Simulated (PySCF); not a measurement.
Two-component Hartree-Fock for Ba (barium, neutral)

Start: [Xe] 6s2. Calculated with PySCF 2.14 in x2c-TZVPall-2c (11s11p9d1f, 96 functions): generalised Hartree-Fock with the X2C-1e Hamiltonian and a Gaussian nucleus; one run each with spin-orbit coupling (SO) switched off, then screened by Boettger's factors. This is a chosen level, not necessarily the ground level.

| spinor shell | electrons | ε, spin-free (eV) | ε, screened SO (eV) | weight of nominal j (screened SO) | rms radius, screened SO (bohr) |
| --- | --- | --- | --- | --- | --- |
| 1s1/2 | 2 | -37624.7 | -37620.2 | 1.000 | 0.0292 |
| 2s1/2 | 2 | -6053.7 | -6052.3 | 1.000 | 0.119 |
| 2p1/2 | 2 | -5421.5 | -5688.0 | 1.000 | 0.102 |
| 2p3/2 | 4 | -5421.5 | -5303.0 | 1.000 | 0.108 |
| 3s1/2 | 2 | -1323.4 | -1323.0 | 1.000 | 0.311 |
| 3p1/2 | 2 | -1116.0 | -1168.8 | 1.000 | 0.303 |
| 3p3/2 | 4 | -1116.0 | -1092.3 | 1.000 | 0.315 |
| 3d3/2 | 4 | -814.96 | -824.35 | 1.000 | 0.287 |
| 3d5/2 | 6 | -814.96 | -808.28 | 1.000 | 0.290 |
| 4s1/2 | 2 | -279.03 | -278.91 | 1.000 | 0.715 |
| 4p1/2 | 2 | -209.32 | -220.39 | 1.000 | 0.744 |
| 4p3/2 | 4 | -209.32 | -204.31 | 1.000 | 0.770 |
| 4d3/2 | 4 | -104.89 | -106.50 | 1.000 | 0.856 |
| 4d5/2 | 6 | -104.89 | -103.71 | 1.000 | 0.867 |
| 5s1/2 | 2 | -43.634 | -43.616 | 1.000 | 1.76 |
| 5p1/2 | 2 | -24.452 | -26.030 | 1.000 | 1.99 |
| 5p3/2 | 4 | -24.452 | -23.739 | 1.000 | 2.08 |
| 6s1/2 | 2 | -4.440 | -4.441 | 1.000 | 5.42 |

```json
{"quantity": "E (hartree)", "spin-free": "-8130.19616", "screened SO": "-8133.26404"}
{"quantity": "M_J", "spin-free": "0", "screened SO": "0"}
{"quantity": "⟨J²⟩", "spin-free": "0.000", "screened SO": "0.000"}
{"quantity": "⟨L²⟩", "spin-free": "0.000", "screened SO": "0.036"}
{"quantity": "⟨S²⟩", "spin-free": "0.000", "screened SO": "0.036"}
```

Breit and QED terms are absent; they matter most for the inner s and p1/2 levels.

Densities and radii are taken from the X2C orbitals without a picture-change correction, which distorts them close to the nucleus.

Without spin-orbit coupling the j labels of p, d and f shells carry no meaning; the spin-free column gives the mean over the occupied spinors of each nl shell.
